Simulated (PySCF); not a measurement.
# Finite-field polarisability of Ar (argon, neutral)

[Ar], closed-shell 1S. All numbers are calculated (PySCF 2.14, scalar relativity by spin-free X2C-1e, in ANO-RCC-VTZP (5s4p2d1f, 34 functions)). Frozen: [Ne]. Energy changes in a uniform field (μhartree):

```json
{"axis": "x", "F (au)": "0.0051", "HF": "-99.079", "MP2": "-98.859", "CCSD": "-98.939", "CCSD(T)": "-98.909"}
{"axis": "x", "F (au)": "0.0102", "HF": "-396.323", "MP2": "-395.442", "CCSD": "-395.763", "CCSD(T)": "-395.641"}
```

Question: Derive α along x at CCSD(T) from the two fields.

Answer: With ΔE = −αF²/2 − γF⁴/24, α = −(16 ΔE(F) − ΔE(2F))/(6F²) = 7.605 bohr³.

Question: And the mean polarisability at each level?

Answer: HF 7.618, MP2 7.602, CCSD 7.608, CCSD(T) 7.605 bohr³. Reference: 11.083 ± 0.007 bohr³ (recommended; Schwerdtfeger and Nagle, table of static dipole polarizabilities (2023 update)).

CCSD(T) lies more than 5 % below the reference, which points to too few diffuse and polarisation functions.

The basis has no added diffuse functions, which lowers α.
